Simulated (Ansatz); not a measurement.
Compare A (`C=N[C](=C)[GeH3]`) with its isomer B (`C=[C]1[CH2][GeH]1[NH2]`).

Calculated with Ansatz (gas phase, PBE0-D4/def2-TZVP geometries, no zero-point term in ΔE). CCSD(T)/CBS adds triple-zeta CCSD(T) − MP2 to the extrapolated MP2 energy (def2 sets, frozen cores). Functionals use def2-TZVPP. B3LYP here is the variant with VWN-RPA as its local correlation; programs differ in this. For Ge outer-core shells are correlated without core-valence functions, which leaves a few kJ/mol of doubt a bond. Scalar relativity is left out up to krypton. Each species was taken in one conformer, which may not be the lowest.

A:

Z-matrix (Å, degrees):
```
Ge
C 1 1.969
H 1 1.539 2 111.5
H 1 1.539 2 111.5 3 120.7
H 1 1.535 2 107.0 3 -119.7
N 2 1.401 1 123.6 3 -60.3
C 2 1.335 1 119.0 3 119.8
C 6 1.264 2 119.9 1 -0.2
H 7 1.083 2 121.9 1 0.0
H 7 1.086 2 119.9 1 180.0
H 8 1.088 6 119.0 2 -180.0
H 8 1.098 6 124.0 2 -0.0
```

B:

Z-matrix (Å, degrees):
```
C
C 1 1.508
Ge 1 1.969 2 64.6
H 1 1.089 2 116.7 3 -111.9
H 1 1.089 2 116.7 3 110.8
C 2 1.319 1 136.6 3 177.2
N 3 1.832 1 123.2 2 -100.0
H 3 1.525 1 119.6 2 108.1
H 6 1.089 2 121.3 1 1.5
H 6 1.085 2 121.7 1 -178.6
H 7 1.011 3 112.6 1 39.8
H 7 1.011 3 114.1 1 -84.6
```

**Question.** Which is lower in electronic energy at CCSD(T)/CBS, and by how much? (Best estimate.)

**Answer.** The calculation gave: A, by 8.1 kJ/mol.

**Question.** Give E(B) − E(A) in kJ/mol with ωB97M-V, B2PLYP, PBE-D4, CCSD/def2-TZVPP, B3LYP-D4, r2SCAN-D4, HF/def2-TZVPP. (Estimate.)

**Answer.** Computed: ωB97M-V 10.2, B2PLYP 17.2, PBE-D4 11.7, CCSD/def2-TZVPP 14.8, B3LYP-D4 26.8, r2SCAN-D4 11.1, HF/def2-TZVPP 39.7. None reverses the order clearly.

Largest T1 diagnostic: 0.013.

In def2-TZVPP, CCSD(T) changes the Hartree–Fock value by −24.3 kJ/mol (the triples alone add +0.7 kJ/mol) and MP2 by −39.7 kJ/mol. The D4 term adds +3.0 kJ/mol with B3LYP and +1.5 kJ/mol with PBE0; it sums over pairs of atoms, weighted by their polarisabilities, and B3LYP, whose exchange is more repulsive, gets the larger term.
